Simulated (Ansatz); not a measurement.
`CO[SiH2][SiH2]N`, charge 0, multiplicity 1.

**Question.** Give a relaxed structure at PBE0-D4/def2-TZVP (Ansatz 0.2.0). (An estimate is asked.)

**Answer.** Ansatz gave: 
Cartesian coordinates in Å:
```
C -1.6553 0.5003 1.3094
O -0.3335 0.5198 1.7993
Si 0.9685 0.7602 0.8183
Si 1.1893 -0.9026 -0.8270
N -0.1545 -0.7894 -1.9126
H -2.3204 0.2418 2.1352
H -1.9495 1.4836 0.9227
H -1.7807 -0.2389 0.5101
H 2.1563 0.7826 1.7094
H 0.8597 2.0894 0.1357
H 2.5414 -0.7569 -1.4591
H 1.1488 -2.2658 -0.2295
H -0.3043 -1.5283 -2.5827
H -0.3658 0.1041 -2.3292
```
This is one stationary point; other conformers may exist.
